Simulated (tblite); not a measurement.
Species: C11H8OS.
Cartesian coordinates in Å at the GFN2-xTB level; atoms count from 1:
```xyz
21
C11H8OS angstrom
O      0.151    3.245    0.532
C      0.521    1.962    0.311
C      1.835    1.549    0.219
C      1.885    0.152   -0.015
C      3.105   -0.540   -0.139
S      3.359   -2.144   -0.387
C      0.544   -0.325   -0.075
C      0.154   -1.627   -0.297
C     -1.137   -2.153   -0.357
C     -2.351   -1.509   -0.204
C     -2.616   -0.164    0.037
C     -1.715    0.877    0.185
C     -0.332    0.843    0.141
H     -0.810    3.317    0.569
H      2.690    2.192    0.315
H      3.992    0.083   -0.050
H      0.961   -2.334   -0.442
H     -1.192   -3.218   -0.545
H     -3.227   -2.141   -0.283
H     -3.662    0.102    0.118
H     -2.165    1.851    0.366
```

The geometry is computed with GFN2-xTB (gas phase).

Take the most abundant isotopes and a rigid rotor. The values belong to one conformer with, in the numbering `[OH:1][c:2]1[cH:3][c:4]([CH:5]=[S:6])[c:7]2[cH:8][cH:9][cH:10][cH:11][cH:12][c:13]1-2`, H–O1–C2–C3 -179°, C3–C4–C5–S6 179°.

(1) Give the principal moments of inertia and the rotational constants in MHz.

(2) Classify the top.

(3) What does the inertial defect say?

Answers

(1) Ia = 518.86, Ib = 825.13, Ic = 1343.91 u·Å²; 505379 MHz·u·Å²/I gives A = 974.0, B = 612.5, C = 376.1 MHz.

(2) An asymmetric top. Ray's parameter κ = (2B − A − C)/(A − C) = -0.209; −1 is the prolate and +1 the oblate limit.

(3) Not planar: Δ = Ic − Ia − Ib = -0.08 u·Å². For a rigid frame Δ = −2 Σ m c², so Σ m c² = 0.04 u·Å² lies off the ab plane: 0.01 from hydrogen and 0.04 from heavier atoms. The atom farthest from that plane is 0.04 Å away.

Its GFN2-xTB frequencies are all real (lowest 50 cm⁻¹). Constants of a rigid frame at the computed geometry: no zero-point averaging, no centrifugal distortion.
